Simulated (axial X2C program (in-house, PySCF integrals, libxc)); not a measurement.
# Levels of AsF⁺ by electron attachment to AsF²⁺ (EOM-EA-CCSD)

Computed with an axial X2C code built on PySCF integrals: two-component X2C with atomic mean-field Coulomb and Gaunt terms, Gaussian nuclei, basis As dyall-acv3z, F dyall-av3z with contracted cores.

R = 1.661 Å (near the PBE0 minimum at charge 1 of the determinant lowest at the starting distance; the state shown can have its own minimum elsewhere).

Hartree–Fock spinors of AsF²⁺ (one of each Kramers pair; a window near the gap, which can cut inner shells):

```json
{"ω": "1/2", "occupied": "yes", "ε (eV)": "-32.57", "character": "43% F p, 27% As s, 25% As p"}
{"ω": "1/2", "occupied": "no", "ε (eV)": "-16.99", "character": "84% As p, 8% F p, 4% F d"}
{"ω": "3/2", "occupied": "no", "ε (eV)": "-16.79", "character": "84% As p, 8% F p, 4% F d"}
{"ω": "1/2", "occupied": "no", "ε (eV)": "-12.18", "character": "53% As p, 23% As d, 11% F p"}
{"ω": "1/2", "occupied": "no", "ε (eV)": "-8.21", "character": "81% As s, 5% As p, 5% F s"}
{"ω": "3/2", "occupied": "no", "ε (eV)": "-6.74", "character": "98% As d"}
{"ω": "5/2", "occupied": "no", "ε (eV)": "-6.73", "character": "98% As d"}
```

Levels of AsF⁺ obtained by attaching an electron to AsF²⁺:

| Ω | binding energy (eV) | above lowest (cm⁻¹) | attached spinor | one-particle weight |
| --- | --- | --- | --- | --- |
| 1/2 | 17.518 | 0 | 84% As pπ, 8% F pπ | 0.97 |
| 3/2 | 17.333 | 1492 | 84% As pπ, 8% F pπ | 0.97 |
| 1/2 | 13.094 | 35680 | 53% As pσ, 22% As dσ, 12% F pσ | 0.96 |
| 1/2 | 8.538 | 72431 | 81% As sσ | 0.99 |

Take the first Ω = 1/2 and Ω = 3/2 rows of π character: how far apart are they, and which lies lower?

E(3/2) − E(1/2) = 1492 − 0 = 1492 cm⁻¹ at EOM-EA-CCSD: regular, Ω = 1/2 lower. Splittings at this level can be off by ten to twenty per cent.

This point took 16 s on 1 thread of Intel(R) Xeon(R) Processor @ 2.30GHz, with other jobs on the host.

Reference electrons by ω block (each with its −ω partner): 1/2: 14, 3/2: 5, 5/2: 1. 10 electrons of AsF²⁺ correlated (inner shells frozen), 92 natural virtual spinors (a truncated set); levels can be off by some tenths of an eV. Roots sought by Ω: (1/2: 5, 3/2: 4, 5/2: 2, 7/2: 1); the list ends where they run out and leaves out roots under 60 % one-particle weight. The solver can skip a root, and states that need a further excitation, which the method places far too high, are missing though they may lie low or lowest. T1 of the reference 0.033 (Lee–Taylor). The reference was not checked to be the lowest state of its species. Number of frozen shells: As 3 s, 2 p, 1 d; F 1 s. Large amplitudes in the reference (orbital relaxation or multireference character) lower the reliability. Left out with split weight: Ω = 3/2 at 8.70 eV (0.35), Ω = 5/2 at 8.69 eV (0.35).
